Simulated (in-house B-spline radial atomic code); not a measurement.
Neutral gallium is squeezed into an impenetrable sphere of radius R (the orbitals vanish at R). Level of theory: Dirac-Hartree-Fock, average of configuration, Fermi nucleus of rms radius 3.9973 fm; calculated with a radial B-spline atomic code at the basis-set limit.

Energies in eV above the free atom in [Ar] 3d10 4s2 4p1:

| R (bohr) | highest level (eV) | [Ar] 3d10 4s2 4p1 | [Ar] 3d10 4s1 4p1 4d1 | [Ar] 3d10 4s1 4p2 |
| --- | --- | --- | --- | --- |
| 7.86 | -5.47 | 0.1513 | 11.97 | 5.82 |
| 6.03 | -4.74 | 0.9786 | 15.25 | 7.013 |
| 5.25 | -3.75 | 2.285 | 18.59 | 8.746 |
| 4.42 | -1.39 | 5.919 | 25.8 | 13.25 |
| 3.56 | 4.67 | 17.23 | 43.82 | 26.39 |
| 2.96 | 14.9 | 39.73 | 74.46 | 51.35 |
| 2.76 | 20.8 | 53.92 | 92.35 | 66.74 |
| 2.06 | 67.4 | 186.2 | 242.2 | 205.8 |
| 1.81 | 107 | 318.2 | 380.9 | 341.4 |
| 1.2 | 416 | 1651 | 1694 | 1676 |

**Question.** Does [Ar] 3d10 4s1 4p1 4d1 fall below [Ar] 3d10 4s2 4p1 under compression?

**Answer.** No, it stays above over the whole range.

**Question.** Does [Ar] 3d10 4s1 4p2 fall below [Ar] 3d10 4s2 4p1 under compression?

**Answer.** No, it stays above over the whole range.

The highest level is first positive in the row R = 3.56 bohr, pushed up by confinement above the zero of the free ion's potential. Each configuration is held fixed and needn't be the lowest in the sphere.
